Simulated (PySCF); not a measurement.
H3P.

```xyz
4

P      0.0000     0.0000    -0.1282
H      1.0323     0.5960     0.6412
H      0.0000    -1.1920     0.6412
H     -1.0323     0.5960     0.6412
```

Geometry: B3LYP-D3(BJ)/def2-TZVP.

These are PySCF with PBE/pcSseg-2 values and carry that method's errors. Non-relativistic, no solvent.

Computed absolute GIAO shielding of each atom: isotropic value and principal components (ppm):
```
atom  σ(iso)    σ11    σ22    σ33  span
----  ------  -----  -----  -----  ----
P1     572.3  526.2  595.4  595.4  69.2
H2      29.4   25.4   26.4   36.4  11.0
H3      29.4   25.4   26.4   36.4  11.0
H4      29.4   25.4   26.4   36.4  11.0
```
